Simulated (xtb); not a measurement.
BeO, SMILES [Be]=[O]. All values are semi-empirical tight-binding results from xtb (GFN2-xTB unless named), good for trends rather than for accurate numbers. Geometry optimised at GFN2-xTB.

For metal compounds this method's bond lengths and energies can be far off.

Computed properties:
```
Item                          Result
---------------------------  -------
point group as xtb finds it      C∞v
orbital gap                  4.23 eV
```

Computed IR lines (harmonic; lines under 4 % of the strongest left out, lines within 3 cm⁻¹ merged):
ν (cm⁻¹): 1599 (vs) (against the strongest line: vs over 80 %, s over 45 %, m over 15 %, w over 4 %, vw less)
